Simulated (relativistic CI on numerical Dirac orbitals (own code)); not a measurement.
# Slater and spin-orbit integrals, Cd¹⁰⁺

Method of calculation: Dirac-Coulomb-Breit CI, separate exchange-only KLI orbitals for each configuration, a model potential for QED, unscaled Slater integrals (own radial code, finite nucleus).

Slater integrals F^k, G^k are unscaled and averaged over j, outside the closed core [Ar] 3d10; ζ comes from projecting the Hamiltonian with its Breit term on Σ l·s of the shell.

- 4s²4p⁶4d²: F^2(4d,4d) = 104620, F^4(4d,4d) = 70472, ζ(4d) = 3554.6 cm⁻¹; <r>(4d) = 0.9759, <r^2>(4d) = 1.089 (bohr units).
- 4s²4p⁵4d³: ζ(4p) = 36996, F^2(4d,4d) = 104800, F^4(4d,4d) = 70593, F^2(4p,4d) = 110010, G^1(4p,4d) = 139640, G^3(4p,4d) = 87639, ζ(4d) = 3565.2 cm⁻¹; <r>(4p) = 0.8796, <r^2>(4p) = 0.8747, <r>(4d) = 0.9739, <r^2>(4d) = 1.085 (bohr units).
- 4s²4p⁶4d4f: ζ(4d) = 3606.3, F^2(4d,4f) = 93463, F^4(4d,4f) = 60947, G^1(4d,4f) = 112120, G^3(4d,4f) = 71156, G^5(4d,4f) = 50586, ζ(4f) = 75.044 cm⁻¹; <r>(4d) = 0.9741, <r^2>(4d) = 1.086, <r>(4f) = 1.157, <r^2>(4f) = 1.553 (bohr units).

(1) Give the Racah parameters of the d shell in 4s²4p⁶4d².

Averages of the first 10 configurations, taken without configuration mixing, which lowers the lowest level and can move excited configurations by several eV; other configurations of the list can lie among them:

| Configuration | Parity | States | Average energy above the lowest level (eV) |
| --- | --- | --- | --- |
| 4s²4p⁶4d² | even | 45 | 4.8 |
| 4s²4p⁵4d³ | odd | 720 | 71.0 |
| 4s²4p⁶4d4f | odd | 140 | 74.2 |
| 4s²4p⁶4d5s | even | 20 | 59.4 |
| 4s4p⁶4d³ | even | 240 | 119.4 |
| 4s²4p⁶4d5p | odd | 60 | 74.7 |
| 4s²4p⁵4d²4f | even | 3780 | 139.5 |
| 4s²4p⁶4f5s | odd | 28 | 130.3 |
| 4s²4p⁶5s5p | odd | 12 | 132.2 |
| 4s²4p⁶4d5d | even | 100 | 98.2 |

Answers

(1) B = F²/49 − 5F⁴/441 = 1336 cm⁻¹ and C = 35F⁴/441 = 5593 cm⁻¹.
